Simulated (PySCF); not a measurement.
Compound: C10H11F.
SMILES: `Cc1cc(F)c2c(c1)CCC2`

Level of theory: PySCF, TDDFT wB97X-D/def2-SVPD, vertical, gas phase, core orbitals frozen in the response. Geometry: PBE0-D3(BJ)/def2-SVP, one conformer, isolated molecule.

Broadening: Gaussians 0.3 eV wide at half height, area fixed by f = 4.319×10⁻⁹ ∫ε dν̃. The width is an assumption, not a result. The curve ends short of the highest state used, and states not computed would add to its high-energy end.

```json
{"λ (nm)": "166.8", "ε (L mol⁻¹ cm⁻¹)": "110"}
{"λ (nm)": "169.9", "ε (L mol⁻¹ cm⁻¹)": "139"}
{"λ (nm)": "173.0", "ε (L mol⁻¹ cm⁻¹)": "662"}
{"λ (nm)": "176.2", "ε (L mol⁻¹ cm⁻¹)": "5076"}
{"λ (nm)": "179.3", "ε (L mol⁻¹ cm⁻¹)": "28916"}
{"λ (nm)": "182.4", "ε (L mol⁻¹ cm⁻¹)": "83072"}
{"λ (nm)": "185.5", "ε (L mol⁻¹ cm⁻¹)": "108968"}
{"λ (nm)": "188.7", "ε (L mol⁻¹ cm⁻¹)": "65792"}
{"λ (nm)": "191.8", "ε (L mol⁻¹ cm⁻¹)": "20129"}
{"λ (nm)": "194.9", "ε (L mol⁻¹ cm⁻¹)": "3316"}
{"λ (nm)": "198.1", "ε (L mol⁻¹ cm⁻¹)": "332"}
{"λ (nm)": "201.2", "ε (L mol⁻¹ cm⁻¹)": "291"}
{"λ (nm)": "204.3", "ε (L mol⁻¹ cm⁻¹)": "898"}
{"λ (nm)": "207.5", "ε (L mol⁻¹ cm⁻¹)": "1710"}
{"λ (nm)": "210.6", "ε (L mol⁻¹ cm⁻¹)": "1917"}
{"λ (nm)": "213.7", "ε (L mol⁻¹ cm⁻¹)": "1357"}
{"λ (nm)": "216.8", "ε (L mol⁻¹ cm⁻¹)": "631"}
{"λ (nm)": "220.0", "ε (L mol⁻¹ cm⁻¹)": "195"}
{"λ (nm)": "223.1", "ε (L mol⁻¹ cm⁻¹)": "58"}
{"λ (nm)": "226.2", "ε (L mol⁻¹ cm⁻¹)": "60"}
{"λ (nm)": "229.4", "ε (L mol⁻¹ cm⁻¹)": "123"}
{"λ (nm)": "232.5", "ε (L mol⁻¹ cm⁻¹)": "195"}
{"λ (nm)": "235.6", "ε (L mol⁻¹ cm⁻¹)": "225"}
{"λ (nm)": "238.7", "ε (L mol⁻¹ cm⁻¹)": "193"}
{"λ (nm)": "241.9", "ε (L mol⁻¹ cm⁻¹)": "124"}
{"λ (nm)": "245.0", "ε (L mol⁻¹ cm⁻¹)": "62"}
{"λ (nm)": "248.1", "ε (L mol⁻¹ cm⁻¹)": "25"}
{"λ (nm)": "251.3", "ε (L mol⁻¹ cm⁻¹)": "8"}
{"λ (nm)": "254.4", "ε (L mol⁻¹ cm⁻¹)": "2"}
{"λ (nm)": "257.5", "ε (L mol⁻¹ cm⁻¹)": "0"}
```

Question: Locate the maxima and give the states behind the curve.

Answer: 236 nm (5.26 eV), ε about 220, made up of S1 (100%); 210 nm (5.91 eV), ε about 1900, made up of S2 (100%); 185 nm (6.70 eV), ε about 110000, made up of S3 (43%) and S4 (56%) (ε in L mol⁻¹ cm⁻¹; maxima over ε = 5, shares over 10%). At its high-energy end, 7.43 eV, the curve is still rising (ε about 110, from S7 and S8). The states used: S1 5.26 eV (f 0.0025); S2 5.91 eV (f 0.022); S3 6.69 eV (f 0.533); S4 6.71 eV (f 0.685); S5 6.91 eV (f 0.029); S6 7.12 eV (f 0.0023); S7 7.48 eV (f 0.0010); S8 7.76 eV (f 0.0030); S9 7.93 eV (f 0.0025); S10 8.03 eV (f 0.010).

Question: Does any computed singlet lie in the visible range?

Answer: No computed singlet lies in the visible range (380 to 750 nm); the lowest, at 236 nm, stands 2.00 eV above its violet end (3.26 eV).

Question: What would ε be at 6.70 eV, the highest of these maxima, with half the width (0.15 eV)?

Answer: About 217000 L mol⁻¹ cm⁻¹ against 110000, a factor of about 1.97; a lone state at its own centre would give exactly 2.

Question: On this curve, what absorbance would a 10⁻⁵ mol/L sample give at 222 nm over a 1 cm path?

Answer: 222 nm is 5.585 eV, where ε is about 84 L mol⁻¹ cm⁻¹, so A = ε c l ≈ 0.00084 (Beer–Lambert, with the gas-phase spectrum and the assumed width).

Time: 38 s wall, 87 s CPU; peak memory 1.9 GiB. Hardware: AMD EPYC 9R45, 2 threads, no GPU, shared host with 96 logical CPUs at a one-minute load of 24.
